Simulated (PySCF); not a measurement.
Species: C₃H₁₁PSi₂.
Cartesian coordinates in Å at the GFN2-xTB level; atoms count from 1:
```xyz
17
C3H11PSi2 angstrom
C     -1.931    0.095    1.387
C     -1.305   -0.307    0.291
C     -1.091   -1.759   -0.007
Si    -0.611    0.907   -0.980
P      1.412    0.142   -1.562
Si     2.607    0.535    0.278
H     -2.320   -0.602    2.116
H     -2.088    1.138    1.602
H     -1.440   -2.392    0.807
H     -0.030   -1.950   -0.177
H     -1.620   -2.035   -0.919
H     -0.597    2.266   -0.420
H     -1.413    0.903   -2.211
H      1.794    1.289   -2.225
H      4.016    0.447   -0.105
H      2.263   -0.513    1.238
H      2.348    1.847    0.877
```

The calculation used TDDFT CAM-B3LYP/def2-SVPD, vertical, gas phase, core orbitals frozen in the response (PySCF).

Ground-to-excited transition dipoles (e·a0, same axes as the geometry; the sign carries no meaning), for the states with f of 0.002 or more among the lowest 8:

```json
{"state": "S2", "E (eV)": "6.310", "μx": "-0.484", "μy": "0.386", "μz": "0.638"}
{"state": "S3", "E (eV)": "6.543", "μx": "-0.793", "μy": "-0.109", "μz": "0.146"}
{"state": "S4", "E (eV)": "6.657", "μx": "0.215", "μy": "-0.028", "μz": "0.484"}
{"state": "S5", "E (eV)": "6.846", "μx": "0.236", "μy": "-0.066", "μz": "-0.202"}
{"state": "S6", "E (eV)": "6.879", "μx": "-0.187", "μy": "-0.027", "μz": "0.010"}
{"state": "S7", "E (eV)": "6.957", "μx": "0.754", "μy": "-0.057", "μz": "-0.925"}
{"state": "S8", "E (eV)": "7.037", "μx": "-0.123", "μy": "0.058", "μz": "0.389"}
```

Task: What oscillator strength does each state have?

Result: f = (2/3) ΔE |μ|² with ΔE in hartree (27.2114 eV).

| state | \|μ\|² (au) | \|μ\| (D) | f |
| --- | --- | --- | --- |
| S2 | 0.790 | 2.26 | 0.122 |
| S3 | 0.662 | 2.07 | 0.106 |
| S4 | 0.281 | 1.35 | 0.046 |
| S5 | 0.101 | 0.81 | 0.017 |
| S6 | 0.036 | 0.48 | 0.006 |
| S7 | 1.427 | 3.04 | 0.243 |
| S8 | 0.170 | 1.05 | 0.029 |

Task: Which bond between heavy atoms lies closest to the direction of the S7 transition dipole?

Result: C1–C2, at 18° from it; next Si4–P5 at 38°.

Task: What angle do the transition dipoles of S2 and S7 make?

Result: |cos θ| = |μa·μb| / (|μa| |μb|) = 0.92, so θ ≈ 23° (taken between 0 and 90°, since the signs are arbitrary).

Task: How is the summed strength of these states shared among x, y and z?

Result: (2/3) Σ ΔE μα² gives 0.259 for x, 0.027 for y and 0.283 for z, 0.569 in all.

Task: What peak molar absorption coefficient would the strongest computed level give as a lone Gaussian band 0.3 eV wide at half height?

Result: ε(max) = 2.175×10⁸ f / FWHM, with the width in cm⁻¹. S7: 2.175×10⁸ × 0.2432 / 2420 ≈ 22000 L mol⁻¹ cm⁻¹.

One conformer stands for the species.
